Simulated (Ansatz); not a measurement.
This triplet is an excited state, 2.96 eV above the relaxed singlet at the level composite: frozen-core CCSD(T) with HF/cc-pV5Z and the correlation energy extrapolated as X^-3 from cc-pVQZ and cc-pV5Z, plus CCSDT(Q) minus CCSD(T) in cc-pVTZ // B3LYP-D3(BJ)/def2-TZVP (Ansatz, a quantum-chemistry and plane-wave program).

Level of theory: B3LYP-D3(BJ)/def2-TZVP in Ansatz. No frequencies were computed at this level.

Ansatz 0.2 input:
```yaml
crystal:
  periodic: [false, false, false]
  atoms:
    - { symbol: Al, position_ang: [1.033545, -0.000005, -0.000004] }
    - { symbol: Cl, position_ang: [-1.033545, 0.000005, 0.000004] }
basis:
  gaussian: { orbitals: def2-tzvp }
hamiltonian:
  xc: b3lyp
  dispersion: d3bj
relax:
  max_steps: 150
magnetization:
  spin_polarized: true
  initial_magnetization: 2
```

Output:

```
Functional definition: B3LYP
522 factors; their error is unknown
mean field evaluation 1: about -19118.7201 eV, gradient 1.1e1 eV
mean field evaluation 2: about -19118.3586 eV, gradient 1.5e1 eV
mean field evaluation 4: about -19119.4653 eV, gradient 6.7e-1 eV
mean field evaluation 8: about -19119.5071 eV, gradient 4.3e-2 eV
mean field evaluation 16: about -19119.4501 eV, gradient 2.0e0 eV
mean field -19119.50713186 eV, -702.6289274284 hartree, gradient 3.5e-5 eV, S^2 2.001396; 1 other end points of the search recorded, 0 dependent functions left out
reference -19119.50730835 eV, -702.6289339145 hartree; 16, 14 occupied and 58, 60 virtual orbitals, 522 factors
relax step   1: F+E_penalty+E_count = -19119.58728715 eV  Δ(F+E_penalty+E_count) = +0.000e0 eV  max|allowed force component| = 9.130e-1 eV/Å  Δτ_max = 0.0000 Å  (44 SCF iters, accepted)
these checks for a lower state are left out or cut short: starts, cluster_reference, orbital_swaps, neighbouring_geometries, increment
522 factors; their error is unknown
mean field -19119.53195018 eV, -702.6298394848 hartree, gradient 2.4e-5 eV, S^2 2.001520; 0 other end points of the search recorded, 0 dependent functions left out
reference -19119.53212665 eV, -702.6298459700 hartree; 16, 14 occupied and 58, 60 virtual orbitals, 522 factors
relax step   2: F+E_penalty+E_count = -19119.61199255 eV  Δ(F+E_penalty+E_count) = -2.471e-2 eV  max|allowed force component| = 1.468e-1 eV/Å  Δτ_max = 0.0239 Å  (28 SCF iters, accepted)
these checks for a lower state are left out or cut short: starts, cluster_reference, orbital_swaps, neighbouring_geometries, increment
522 factors; their error is unknown
mean field evaluation 32: about -19119.4930 eV, gradient 3.2e-4 eV
mean field -19119.53272225 eV, -702.6298678579 hartree, gradient 2.9e-5 eV, S^2 2.001546; 0 other end points of the search recorded, 0 dependent functions left out
reference -19119.53289873 eV, -702.6298743435 hartree; 16, 14 occupied and 58, 60 virtual orbitals, 522 factors
relax step   3: F+E_penalty+E_count = -19119.61274197 eV  Δ(F+E_penalty+E_count) = -7.494e-4 eV  max|allowed force component| = 2.028e-2 eV/Å  Δτ_max = 0.0045 Å  (28 SCF iters, accepted)
these checks for a lower state are left out or cut short: starts, cluster_reference, orbital_swaps, neighbouring_geometries, increment
522 factors; their error is unknown
mean field -19119.53274105 eV, -702.6298685488 hartree, gradient 2.8e-5 eV, S^2 2.001551; 0 other end points of the search recorded, 0 dependent functions left out
reference -19119.53291753 eV, -702.6298750344 hartree; 16, 14 occupied and 58, 60 virtual orbitals, 522 factors
relax step   4: F+E_penalty+E_count = -19119.61275702 eV  Δ(F+E_penalty+E_count) = -1.504e-5 eV  max|allowed force component| = 1.477e-5 eV/Å  Δτ_max = 0.0007 Å  (21 SCF iters, accepted)
522 factors; their error is unknown
mean field evaluation 64: about -19119.5327 eV, gradient 1.8e-4 eV
mean field -19119.53274105 eV, -702.6298685488 hartree, gradient 2.8e-5 eV, S^2 2.001551; 2 other end points of the search recorded, 0 dependent functions left out
reference -19119.53291753 eV, -702.6298750344 hartree; 16, 14 occupied and 58, 60 virtual orbitals, 522 factors
Total energy: -19119.61293350 eV, -702.6328155669 hartree
Atom 0 at     1.062733    -0.000005    -0.000004 Å, force     0.000015    -0.000000    -0.000000 eV/Å
Atom 1 at    -1.062733     0.000005     0.000004 Å, force    -0.000015     0.000000     0.000000 eV/Å
Dipole moment:     0.349953    -0.000002    -0.000001 e Å
```

Cost: about 5 core-seconds (a rough figure).
